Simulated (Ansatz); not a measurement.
Steps of a relaxation of C2H7AlFN with RKS PBE-D4/def2-SVP.

```sh
$ ansatz run in.yaml --threads 4 --pin off --events-out ev --progress --plain --max-ram 10444MiB
```

```yaml
crystal:
  periodic: [false, false, false]
  atoms:
    - {symbol: C, position_ang: [-1.679300, -0.817400, 0.994200]}
    - {symbol: Al, position_ang: [0.093900, 0.013900, 1.059400]}
    - {symbol: C, position_ang: [0.849100, 0.863200, -0.584500]}
    - {symbol: N, position_ang: [1.031000, -0.102200, -1.655700]}
    - {symbol: F, position_ang: [0.073700, 1.908700, -0.968800]}
    - {symbol: H, position_ang: [-1.991300, -1.178800, 1.972500]}
    - {symbol: H, position_ang: [-1.721600, -1.575100, 0.223100]}
    - {symbol: H, position_ang: [-2.420100, 0.032900, 0.702100]}
    - {symbol: H, position_ang: [0.938800, -0.014700, 2.460900]}
    - {symbol: H, position_ang: [1.898300, 1.249800, -0.306400]}
    - {symbol: H, position_ang: [1.670500, -0.824400, -1.378200]}
    - {symbol: H, position_ang: [1.334000, 0.389000, -2.484600]}
basis:
  gaussian: {orbitals: def2-SVP}
hamiltonian: {xc: pbe, dispersion: d4}
relax: {f_tol: 0.03, max_steps: 200}
```

Positions (Å) and forces (eV/Å) along the path, 11 of 32 steps:

```xyz
12
step=1 energy=-12972.9265 eV
C    -1.679   -0.817    0.994   -0.476    2.254   -0.114
Al    0.094    0.014    1.059   -0.201   -0.286    0.493
C     0.849    0.863   -0.585    2.562   -1.211    1.113
N     1.031   -0.102   -1.656   -2.040    0.492    0.146
F     0.074    1.909   -0.969   -0.782    0.847   -0.631
H    -1.991   -1.179    1.972   -0.250   -0.444    0.455
H    -1.722   -1.575    0.223   -0.217   -0.692   -0.581
H    -2.420    0.033    0.702    0.797   -1.101    0.223
H     0.939   -0.015    2.461   -0.058    0.082   -0.307
H     1.898    1.250   -0.306   -0.704    0.543   -0.091
H     1.671   -0.824   -1.378    0.735   -0.578    0.033
H     1.334    0.389   -2.485    0.634    0.094   -0.737
12
step=2 energy=-12973.1910 eV
C    -1.693   -0.799    0.991   -0.174    0.807   -0.026
Al    0.101   -0.005    1.078    0.064   -0.001    0.127
C     0.927    0.866   -0.546    1.232   -0.824    0.246
N     1.006   -0.112   -1.632   -0.649    0.475    0.410
F     0.056    1.860   -0.946   -0.637    0.691   -0.230
H    -2.030   -1.230    1.951   -0.023   -0.153    0.042
H    -1.763   -1.544    0.182   -0.033   -0.235   -0.138
H    -2.425    0.016    0.720    0.275   -0.332    0.082
H     0.987    0.021    2.428   -0.082   -0.036    0.004
H     1.931    1.380   -0.331   -0.583   -0.096   -0.165
H     1.645   -0.864   -1.379    0.291   -0.210   -0.099
H     1.335    0.356   -2.482    0.320   -0.088   -0.252
12
step=6 energy=-12973.4344 eV
C    -1.612   -0.715    0.939    0.010   -0.279   -0.006
Al    0.174    0.056    1.154   -0.093    0.263   -0.208
C     0.989    0.733   -0.537    0.224   -0.153   -0.195
N     1.014   -0.065   -1.704    1.230   -0.882    0.099
F    -0.246    1.620   -0.541    0.085   -0.100    0.261
H    -1.973   -1.306    1.807    0.011    0.029   -0.043
H    -1.629   -1.369    0.038   -0.041    0.054    0.063
H    -2.342    0.097    0.743   -0.007    0.027    0.012
H     0.943    0.166    2.563   -0.031    0.123   -0.037
H     1.804    1.500   -0.490   -0.207   -0.128   -0.006
H     1.300   -1.066   -1.485   -0.604    1.336   -0.454
H     1.655    0.292   -2.453   -0.577   -0.290    0.516
12
step=9 energy=-12974.3140 eV
C    -1.589   -0.789    0.915    0.129   -0.005   -0.016
Al    0.070    0.277    1.101   -0.262   -0.023    0.224
C     1.323    0.496   -0.491    0.131   -0.341   -0.611
N     1.181   -0.040   -1.698    0.213   -3.185    0.171
F    -0.305    1.597   -0.019   -0.310    0.868    0.057
H    -1.911   -1.435    1.753    0.055   -0.091    0.009
H    -1.623   -1.376   -0.027   -0.044   -0.082    0.004
H    -2.358    0.012    0.795    0.028   -0.120    0.030
H     0.762    0.600    2.525   -0.018    0.004   -0.124
H     1.914    1.437   -0.535   -0.034   -0.157    0.098
H     0.889   -1.126   -1.776    0.481    3.068    0.137
H     1.723    0.292   -2.510   -0.369    0.065    0.021
12
step=15 energy=-12974.9639 eV
C    -1.460   -0.774    0.743   -0.055   -0.008    0.077
Al   -0.088    0.640    1.051   -0.046    0.072   -0.028
C     1.324    0.449   -0.472    0.076    0.020    0.050
N     1.132   -0.212   -1.576    0.405    0.090   -0.359
F    -0.515    2.177    0.379    0.003   -0.039    0.008
H    -1.458   -1.554    1.538    0.019    0.050   -0.068
H    -1.377   -1.322   -0.226   -0.027    0.013   -0.010
H    -2.479   -0.320    0.747    0.100   -0.054   -0.017
H     0.699    0.748    2.455   -0.011   -0.040    0.000
H     2.233    1.094   -0.524   -0.095   -0.042   -0.037
H     0.323   -0.847   -1.663   -0.026    0.048    0.032
H     1.743   -0.133   -2.419   -0.344   -0.110    0.352
12
step=16 energy=-12974.9786 eV
C    -1.423   -0.756    0.691   -0.070   -0.083    0.058
Al   -0.097    0.692    1.048    0.099   -0.213    0.125
C     1.336    0.467   -0.455   -0.041   -0.039   -0.089
N     1.102   -0.247   -1.519    0.121    0.051   -0.217
F    -0.552    2.222    0.426   -0.076    0.227   -0.092
H    -1.353   -1.580    1.439   -0.002    0.078   -0.093
H    -1.348   -1.248   -0.312   -0.062    0.030    0.043
H    -2.464   -0.361    0.749    0.124   -0.049   -0.024
H     0.684    0.748    2.459   -0.032   -0.008    0.015
H     2.258    1.080   -0.556   -0.007   -0.010   -0.015
H     0.255   -0.841   -1.555    0.076    0.082    0.071
H     1.679   -0.231   -2.381   -0.131   -0.066    0.218
12
step=21 energy=-12975.0150 eV
C    -1.386   -0.713    0.592   -0.125   -0.227    0.051
Al   -0.127    0.782    1.012    0.012   -0.019    0.013
C     1.326    0.538   -0.474   -0.018   -0.055   -0.058
N     1.118   -0.350   -1.404   -0.111   -0.018    0.040
F    -0.681    2.326    0.516   -0.027    0.047   -0.003
H    -1.062   -1.701    1.010   -0.069    0.240   -0.093
H    -1.620   -0.878   -0.492   -0.008    0.045    0.125
H    -2.380   -0.496    1.059    0.201   -0.054   -0.101
H     0.653    0.756    2.426    0.005   -0.004    0.007
H     2.256    1.122   -0.645    0.007   -0.007    0.004
H     0.256   -0.923   -1.344    0.121    0.055    0.013
H     1.724   -0.517   -2.222    0.011   -0.004    0.003
12
step=25 energy=-12975.0348 eV
C    -1.414   -0.662    0.527   -0.125   -0.035   -0.030
Al   -0.167    0.835    0.974    0.008    0.094   -0.065
C     1.272    0.592   -0.523   -0.041   -0.146   -0.105
N     1.172   -0.445   -1.310    0.060    0.094    0.072
F    -0.777    2.407    0.659    0.033   -0.105    0.046
H    -0.966   -1.679    0.649   -0.060    0.088   -0.008
H    -1.861   -0.598   -0.497    0.069   -0.010    0.141
H    -2.284   -0.643    1.227    0.106   -0.026   -0.086
H     0.737    0.703    2.317   -0.013    0.000   -0.012
H     2.168    1.213   -0.748   -0.024   -0.013   -0.011
H     0.364   -1.077   -1.182   -0.002    0.024    0.009
H     1.834   -0.701   -2.060   -0.010    0.035    0.050
12
step=27 energy=-12975.0414 eV
C    -1.459   -0.632    0.507   -0.020   -0.024    0.041
Al   -0.189    0.847    0.944    0.022    0.100   -0.053
C     1.229    0.623   -0.567   -0.051   -0.353   -0.192
N     1.228   -0.489   -1.263   -0.023    0.160    0.214
F    -0.812    2.434    0.771    0.050   -0.128    0.028
H    -0.997   -1.649    0.510   -0.033    0.051   -0.005
H    -1.978   -0.491   -0.469    0.023   -0.006    0.025
H    -2.262   -0.686    1.275    0.029   -0.001   -0.034
H     0.824    0.643    2.207   -0.030    0.000   -0.020
H     2.085    1.285   -0.827   -0.036   -0.011   -0.030
H     0.475   -1.180   -1.086    0.088    0.162   -0.046
H     1.932   -0.761   -1.968   -0.019    0.051    0.071
12
step=31 energy=-12975.0498 eV
C    -1.525   -0.612    0.520   -0.003   -0.010    0.011
Al   -0.208    0.834    0.900   -0.006   -0.023   -0.010
C     1.179    0.632   -0.617    0.038    0.004    0.013
N     1.310   -0.510   -1.239   -0.004    0.006    0.006
F    -0.810    2.429    0.857   -0.004    0.020    0.001
H    -1.087   -1.637    0.476   -0.001    0.013    0.002
H    -2.079   -0.441   -0.428    0.001    0.002    0.005
H    -2.291   -0.662    1.325    0.002   -0.002   -0.006
H     0.911    0.567    2.065   -0.002    0.003   -0.006
H     1.988    1.348   -0.881   -0.014    0.000   -0.003
H     0.609   -1.247   -1.068    0.009   -0.012   -0.020
H     2.080   -0.756   -1.877   -0.017   -0.001    0.008
12
step=32 energy=-12975.0500 eV
C    -1.534   -0.612    0.525    0.001   -0.008   -0.003
Al   -0.212    0.832    0.894    0.008   -0.010    0.008
C     1.181    0.631   -0.618   -0.007    0.004    0.000
N     1.318   -0.510   -1.241   -0.002    0.004    0.012
F    -0.810    2.430    0.858    0.001    0.002   -0.005
H    -1.096   -1.636    0.479   -0.002    0.016    0.000
H    -2.091   -0.440   -0.421    0.000   -0.003    0.008
H    -2.296   -0.660    1.333    0.007    0.003   -0.008
H     0.915    0.563    2.053   -0.004    0.003   -0.005
H     1.987    1.351   -0.877   -0.005   -0.005    0.003
H     0.621   -1.252   -1.076    0.010   -0.003   -0.016
H     2.093   -0.752   -1.875   -0.008   -0.002    0.005
```

Run time 40 s (4 threads of an Arm Neoverse V1 on a shared host); peak host memory 0.16 GiB.
